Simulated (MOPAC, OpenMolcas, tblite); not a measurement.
# CH2ClNSi (SMILES ClC1=N[SiH2]1): methods side by side

CH2ClNSi: 6 atoms, total charge 0, spin state singlet. As SMILES, `ClC1=N[SiH2]1`. The coordinates come from a GFN2-xTB relaxation.

Quantity: the dipole moment, in D. The values are calculated.

```
                            level            kind     program  value (D)   CPU time
                         GFN2-xTB  semi-empirical      tblite       2.89  under 2 s
                              PM6  semi-empirical       MOPAC       4.37  under 2 s
                              PM7  semi-empirical       MOPAC       2.01  under 2 s
                         GFN1-xTB  semi-empirical      tblite       3.55  under 2 s
                        HF/STO-3G    Hartree–Fock  OpenMolcas       3.86      1.8 s
                         HF/3-21G    Hartree–Fock  OpenMolcas       3.62      2.1 s
                       HF/cc-pVDZ    Hartree–Fock  OpenMolcas       3.11      5.1 s
                      HF/def2-SVP    Hartree–Fock  OpenMolcas       3.23      4.8 s
                    SVWN5/pcseg-1             LDA  OpenMolcas       2.39       14 s
PBE/6-31G** (spherical functions)             GGA  OpenMolcas       2.16       19 s
```

The values span 2.01 to 4.37 D. Sets without polarisation functions give poor dipoles. CPU times are rough (shared hosts, several kinds of processor): they show what a rung costs within a factor of a few.
